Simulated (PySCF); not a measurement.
Compound: C4H12Si.
Geometry (PBE0-D3(BJ)/def2-SVP, Å), atoms numbered from 1 in this order:
```xyz
17
C4H12Si angstrom
C      2.7102    0.4403   -0.1565
C      1.3123   -0.1549   -0.2433
C      0.3701    0.3426    0.8525
Si    -1.3842   -0.3475    0.7620
C     -2.2339    0.1261   -0.8492
H      2.6804    1.5382   -0.2460
H      3.3657    0.0571   -0.9536
H      3.1835    0.2023    0.8094
H      1.3794   -1.2562   -0.1962
H      0.8822    0.0718   -1.2347
H      0.3050    1.4458    0.8254
H      0.7821    0.0947    1.8474
H     -1.3394   -1.8422    0.8779
H     -2.1793    0.1742    1.9207
H     -1.7019   -0.2950   -1.7162
H     -3.2689   -0.2473   -0.8746
H     -2.2649    1.2208   -0.9672
```

All values: wB97X-D/def2-SVPD (PySCF, non-relativistic), on one gas-phase PBE0-D3(BJ)/def2-SVP geometry that isn't relaxed in the solvent. The solvent is an IEF-PCM continuum (van der Waals radii × 1.2), and excitations are vertical TDDFT with non-equilibrium linear response and a frozen core. Only the electrostatic response of the medium enters.

Gas-phase singlets (H = HOMO, L = LUMO):

```json
{"state": "S1", "E (eV)": "8.232", "λ (nm)": "151", "f": "0.035", "leading configurations": "H→L 83%"}
{"state": "S2", "E (eV)": "8.506", "λ (nm)": "146", "f": "0.032", "leading configurations": "H→L+1 78%"}
{"state": "S3", "E (eV)": "8.726", "λ (nm)": "142", "f": "0.087", "leading configurations": "H-1→L 72%, H-1→L+1 15%"}
{"state": "S4", "E (eV)": "8.820", "λ (nm)": "141", "f": "0.061", "leading configurations": "H-2→L 68%, H-2→L+1 11%"}
{"state": "S5", "E (eV)": "8.912", "λ (nm)": "139", "f": "0.018", "leading configurations": "H-2→L+1 53%, H-2→L+3 12%, H-2→L+2 9%"}
```

Problem. What are the lowest 5 singlets in cyclohexane (ε = 2.017)?

Solution. 
| state | E (eV) | λ (nm) | f | leading configurations | change by rank (eV) |
| --- | --- | --- | --- | --- | --- |
| S1 | 8.223 | 151 | 0.049 | H→L 82% | -0.009 |
| S2 | 8.475 | 146 | 0.054 | H→L+1 81% | -0.031 |
| S3 | 8.715 | 142 | 0.123 | H-1→L 69%, H-1→L+1 18% | -0.011 |
| S4 | 8.783 | 141 | 0.119 | H-2→L 72% | -0.037 |
| S5 | 8.884 | 140 | 0.019 | H-2→L+1 59%, H-2→L+3 12% | -0.028 |

Problem. Give the list for methanol (ε = 32.61), n² = 1.77.

Solution. 
```json
{"state": "S1", "E (eV)": "8.234", "λ (nm)": "151", "f": "0.042", "leading configurations": "H→L 81%, H→L+3 8%", "change by rank (eV)": "+0.002"}
{"state": "S2", "E (eV)": "8.456", "λ (nm)": "147", "f": "0.050", "leading configurations": "H→L+1 83%", "change by rank (eV)": "-0.050"}
{"state": "S3", "E (eV)": "8.740", "λ (nm)": "142", "f": "0.116", "leading configurations": "H-1→L 67%, H-1→L+1 18%", "change by rank (eV)": "+0.014"}
{"state": "S4", "E (eV)": "8.832", "λ (nm)": "140", "f": "0.125", "leading configurations": "H-2→L 72%", "change by rank (eV)": "+0.012"}
{"state": "S5", "E (eV)": "8.913", "λ (nm)": "139", "f": "0.023", "leading configurations": "H-2→L+1 56%, H-2→L+3 12%", "change by rank (eV)": "+0.001"}
```

Problem. How do the frontier levels move from gas to methanol?

Solution. 
```json
{"orbital": "LUMO+2", "gas (eV)": "2.80", "solvent (eV)": "2.87", "change (eV)": "+0.07"}
{"orbital": "LUMO+1", "gas (eV)": "2.57", "solvent (eV)": "2.68", "change (eV)": "+0.11"}
{"orbital": "LUMO", "gas (eV)": "2.25", "solvent (eV)": "2.38", "change (eV)": "+0.13"}
{"orbital": "HOMO", "gas (eV)": "-10.12", "solvent (eV)": "-9.99", "change (eV)": "+0.13"}
{"orbital": "HOMO-1", "gas (eV)": "-10.71", "solvent (eV)": "-10.61", "change (eV)": "+0.10"}
{"orbital": "HOMO-2", "gas (eV)": "-10.82", "solvent (eV)": "-10.80", "change (eV)": "+0.02"}
{"orbital": "HOMO-3", "gas (eV)": "-11.22", "solvent (eV)": "-11.04", "change (eV)": "+0.18"}
```

The HOMO–LUMO gap goes from 12.37 to 12.37 eV. Rows go by rank; for LUMO, LUMO+1 and LUMO+2 the atom shares or the degeneracy differ between the runs, so the row needn't follow one orbital.
